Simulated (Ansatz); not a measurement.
[CuCl2]- (CuCl2⁻). The state is a singlet with charge -1. Geometry B3LYP-D4/def2-TZVPD, basis def2-TZVPD, Ansatz.

```csv
run,HOMO (eV),LUMO (eV)
A,-3.89,3.76
B,-0.78,3.28
C,-6.13,4.65
D,-1.95,3.12
E,-0.99,2.88
F,-0.91,2.75
```

HSE06 is defined as in plane-wave codes, on full-range PBE exchange.

Q: The runs used B97M-V, BHLYP, HF, HSE06, LDA (SPW92), r2SCAN. Estimate which is which.

A: A BHLYP (50 % exact exchange); B r2SCAN (0 % exact exchange); C HF (100 % exact exchange); D HSE06 (range-separated); E B97M-V (0 % exact exchange); F LDA (SPW92) (0 % exact exchange). Exact exchange lowers occupied and raises empty levels; among semilocal functionals meta-GGAs tend to open the gap a little, and such runs are hard to tell apart. The gap grows from 3.66 eV (LDA (SPW92)) to 10.78 eV (HF).
